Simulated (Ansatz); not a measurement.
Other settings, tried on AsMe3 (C3H9As).

```yaml
crystal:
  periodic: [false, false, false]
  atoms:
    - {symbol: As, position_ang: [0.003058, 0.002678, 1.048863]}
    - {symbol: C, position_ang: [1.713080, -0.007332, 0.042425]}
    - {symbol: H, position_ang: [2.301683, 0.882385, 0.313166]}
    - {symbol: H, position_ang: [1.540723, -0.009074, -1.045308]}
    - {symbol: H, position_ang: [2.293649, -0.901058, 0.317280]}
    - {symbol: C, position_ang: [-0.849892, 1.487261, 0.046096]}
    - {symbol: H, position_ang: [-0.769419, 1.337362, -1.041995]}
    - {symbol: H, position_ang: [-0.364344, 2.437268, 0.316432]}
    - {symbol: H, position_ang: [-1.912893, 1.552551, 0.323801]}
    - {symbol: C, position_ang: [-0.862774, -1.479567, 0.053712]}
    - {symbol: H, position_ang: [-1.926430, -1.533811, 0.331291]}
    - {symbol: H, position_ang: [-0.385890, -2.432428, 0.329371]}
    - {symbol: H, position_ang: [-0.780540, -1.336246, -1.035134]}
basis:
  gaussian: {orbitals: def2-TZVP}
hamiltonian: {xc: {name: PBE0}, dispersion: d3bjatm}
output: {forces: true}
```

```sh
$ ansatz run in.yaml --threads 2 --pin off --events-out ev --progress --plain --max-ram 4352MiB
```

Output, abridged:

```
Functional definition: PBE0
1359 factors; their error is unknown
mean field evaluation 1: about -64076.0983 eV, gradient 7.6e1 eV
mean field evaluation 2: about -64068.3257 eV, gradient 9.0e1 eV
mean field evaluation 4: about -64088.9646 eV, gradient 2.7e0 eV
mean field evaluation 8: about -64088.9801 eV, gradient 1.7e-2 eV
mean field evaluation 16: about -64089.2097 eV, gradient 4.5e-5 eV
mean field -64089.20968863 eV, -2355.2350148304 hartree, gradient 4.5e-5 eV, S^2 0.000000; 0 other end points of the search recorded, 0 dependent functions left out
reference -64089.20972097 eV, -2355.2350160190 hartree; 30, 30 occupied and 165, 165 virtual orbitals, 1359 factors
Total energy: -64089.45204756 eV, -2355.2439213570 hartree
Atom 0 at     0.003058     0.002678     1.048863 Å, force    -0.000921    -0.001249    -0.499870 eV/Å
Atom 1 at     1.713080    -0.007332     0.042425 Å, force     0.072002    -0.000404    -0.019557 eV/Å
Atom 2 at     2.301683     0.882385     0.313166 Å, force    -0.184095    -0.251056    -0.064985 eV/Å
Atom 3 at     1.540723    -0.009074    -1.045308 Å, force     0.014666     0.000668     0.318419 eV/Å
Atom 4 at     2.293649    -0.901058     0.317280 Å, force    -0.181806     0.252419    -0.066078 eV/Å
Atom 5 at    -0.849892     1.487261     0.046096 Å, force    -0.035815     0.062646    -0.019887 eV/Å
Atom 6 at    -0.769419     1.337362    -1.041995 Å, force    -0.006065     0.013162     0.318551 eV/Å
Atom 7 at    -0.364344     2.437268     0.316432 Å, force    -0.128141    -0.283744    -0.064898 eV/Å
Atom 8 at    -1.912893     1.552551     0.323801 Å, force     0.309073    -0.033965    -0.067100 eV/Å
Atom 9 at    -0.862774    -1.479567     0.053712 Å, force    -0.036466    -0.062415    -0.019584 eV/Å
Atom 10 at    -1.926430    -1.533811     0.331291 Å, force     0.309413     0.030807    -0.067092 eV/Å
Atom 11 at    -0.385890    -2.432428     0.329371 Å, force    -0.125534     0.284531    -0.066554 eV/Å
Atom 12 at    -0.780540    -1.336246    -1.035134 Å, force    -0.006311    -0.011400     0.318635 eV/Å
Dipole moment:    -0.000587    -0.000502    -0.196044 e Å
```

It took 5.5 s on 2 threads of Intel Xeon Platinum 8375C on a shared host.
